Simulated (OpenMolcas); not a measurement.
## Ba II: CASPT2 settings compared

```json
{
  "Program": "OpenMolcas 26.06",
  "Basis": "ANO-RCC-VQZP [9s8p5d3f2g]",
  "Scalar Hamiltonian": "DKH2, point nucleus",
  "Active space": "1 electron in 8 orbitals (6s 6p 7s 7p)",
  "State averaging": "2S+1 = 2 even, 1 root; 2S+1 = 2 odd, 3 roots",
  "Spin-orbit coupling": "state interaction with AMFI integrals over the reference wave functions, term energies averaged over their components"
}
```

Methods on the same reference wave functions:
A. CASSCF
B. SS-CASPT2, IPEA 0.4 Eh, imaginary shift 0.5 Eh (closed shells correlated: 4d 5s 5p)
C. XMS-CASPT2, IPEA 0.15 Eh, real shift 0.2 Eh (closed shells correlated: 4d 5s 5p)

Energies in cm-1 above 6s 2S 1/2, the measured ground level; measured values from NIST Handbook of Basic Atomic Spectroscopic Data.

```json
{"Level": "6s 2S 1/2", "A": "0.0", "B": "0.0", "C": "0.0", "Measured": "0.0"}
{"Level": "6p 2P* 1/2", "A": "18348", "B": "20553", "C": "20505", "Measured": "20262"}
{"Level": "6p 2P* 3/2", "A": "19499", "B": "21704", "C": "21655", "Measured": "21952"}
```

Deviations, from unrounded energies. A percentage is the sum of absolute deviations over the sum of measured energies, with the sign that they share, or ± where signs differ.

```csv
Against measurement,Levels,A,B,C
mean absolute deviation (cm-1),2,2200,270,270
other configurations (%),2,-10.3,±1.3,±1.3
```

B, C lie about equally close to measurement and A furthest from it. The largest miss of C in the table is 6p 2P* 3/2, by -300 cm-1. The ranking rests on the paired levels alone, and a cruder setting can come out closer through cancelling errors.

Between B and C the level of the table that moves most is 6p 2P* 1/2, by 49 cm-1 (lowest in C, highest in B).

The two smallest mean deviations differ by little beside CASPT2's spread within terms, so their order carries little weight.

The lowest spin-free term lies below A's lowest term by 0.293 hartree in B, 0.294 hartree in C.

With one active electron outside closed inactive shells, the extra shells (7p 7s) add no correlation to the reference. ANO sets are built for ground and valence states and can reach diffuse excited orbitals poorly. With one active electron the reference holds no correlation, so core polarisation is missing (holds for A). With one active electron, CASPT2 adds the correlation within the correlated inactive shells and between them and that electron, and leaves the splitting within a term as the reference gives it (holds for B; C). Computed and measured levels are paired by configuration, term and J; levels that our copy of the source lacks, or whose pairing is in doubt (as where it misses far off the trend of its configuration), stay unpaired and out of the deviations. Levels of configurations outside the active space are missing.

* marks odd parity.
